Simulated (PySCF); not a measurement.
# Atomic charges by several schemes

Compound: C₃H₁₂N₂Si₃.
Structure used (GFN2-xTB), in Å, numbered top down from 1:
```
atom  x, y, z in Å
N1     3.417    0.353   -0.869
C2     2.515   -0.025   -0.078
C3     1.049   -0.095   -0.307
C4     0.414   -1.293    0.403
Si5   -1.376   -1.666   -0.111
N6    -2.361   -0.270    0.197
Si7   -1.993    1.431    0.188
Si8    0.301    1.569    0.319
H9     3.080    0.621   -1.794
H10    2.848   -0.313    0.916
H11    0.864   -0.166   -1.386
H12    0.473   -1.145    1.483
H13    1.009   -2.185    0.187
H14   -1.922   -2.760    0.697
H15   -1.402   -2.020   -1.540
H16   -3.347   -0.479    0.220
H17   -2.575    2.040   -1.023
H18   -2.725    2.008    1.325
H19    0.896    2.631   -0.506
H20    0.828    1.777    1.676
```

Density: PBE0/pcSseg-1 (PySCF); schemes: Mulliken, IAO, Hirshfeld and ESP-fitted. One conformer (not necessarily the lowest) at the GFN2-xTB geometry, without solvent, vibrations or thermal averaging.

**Question.** For which atoms does the sign change between the 4 schemes (beyond +0.03 e in one, beyond −0.03 e in another)?

**Answer.** For none.

**Question.** Which atoms carry the highest charge in the Mulliken, IAO, Hirshfeld and ESP-fitted schemes?

**Answer.** All schemes agree: Mulliken Si5 (+0.818); IAO Si5 (+0.897); Hirshfeld Si5 (+0.372); ESP-fitted Si5 (+0.639).

**Question.** Which atoms carry the lowest charge in the Mulliken, IAO, Hirshfeld and ESP-fitted schemes?

**Answer.** All schemes agree: Mulliken N6 (-0.840); IAO N6 (-0.936); Hirshfeld N6 (-0.333); ESP-fitted N6 (-0.819).

**Question.** Tabulate the Mulliken, IAO, Hirshfeld and ESP-fitted charges.

**Answer.** In e:

```tsv
atom	environment	Mulliken	IAO	Hirshfeld	ESP-fitted
N1	imine nitrogen	-0.338	-0.440	-0.241	-0.771
C2	imine carbon	+0.088	+0.048	+0.047	+0.416
C3	sp3 carbon bound to silicon	-0.564	-0.381	-0.107	-0.049
C4	sp3 carbon bound to silicon	-0.501	-0.547	-0.158	-0.374
Si5	SiH2 silicon	+0.818	+0.897	+0.372	+0.639
N6	nitrogen bridging silicon atoms	-0.840	-0.936	-0.333	-0.819
Si7	SiH2 silicon	+0.512	+0.605	+0.284	+0.494
Si8	SiH2 silicon	+0.314	+0.428	+0.246	+0.124
H9	N–H hydrogen	+0.154	+0.236	+0.103	+0.355
H10	hydrogen on a C=N carbon	+0.111	+0.138	+0.045	+0.019
H11	methine hydrogen	+0.154	+0.141	+0.039	+0.054
H12	methylene hydrogen	+0.151	+0.144	+0.040	+0.108
H13	methylene hydrogen	+0.154	+0.151	+0.041	+0.090
H14	Si–H hydrogen	-0.107	-0.137	-0.083	-0.146
H15	Si–H hydrogen	-0.105	-0.162	-0.092	-0.146
H16	N–H hydrogen	+0.224	+0.267	+0.118	+0.378
H17	Si–H hydrogen	-0.082	-0.136	-0.089	-0.130
H18	Si–H hydrogen	-0.081	-0.124	-0.084	-0.119
H19	Si–H hydrogen	-0.035	-0.096	-0.076	-0.066
H20	Si–H hydrogen	-0.028	-0.097	-0.072	-0.057
```

Mean size of the charges over all atoms: IAO 0.306 e, Mulliken 0.268 e, ESP-fitted 0.268 e, Hirshfeld 0.134 e. Each set sums to the total charge, 0, to within 0.001 e. The ESP scheme is a least-squares fit of atom-centred charges to the potential on four shells outside the van der Waals surface, with the total charge fixed.

**Question.** How many electrons does the ESP-fitted scheme count on C3?

**Answer.** Z − q = 6 − (-0.049) = 6.049.

**Question.** How closely do the schemes follow one another over all atoms?

**Answer.** Correlation coefficient and root-mean-square difference: Mulliken with IAO 0.99, 0.075 e; IAO with Hirshfeld 0.98, 0.238 e; Mulliken with Hirshfeld 0.94, 0.213 e; Hirshfeld with ESP-fitted 0.91, 0.222 e; IAO with ESP-fitted 0.90, 0.177 e; Mulliken with ESP-fitted 0.86, 0.193 e.

**Question.** Sum the charges by element.

**Answer.** 
| element | atoms | Mulliken | IAO | Hirshfeld | ESP-fitted |
| --- | --- | --- | --- | --- | --- |
| N | 2 | -1.177 | -1.376 | -0.574 | -1.590 |
| C | 3 | -0.978 | -0.879 | -0.218 | -0.007 |
| Si | 3 | +1.645 | +1.930 | +0.902 | +1.257 |
| H | 12 | +0.510 | +0.325 | -0.109 | +0.340 |
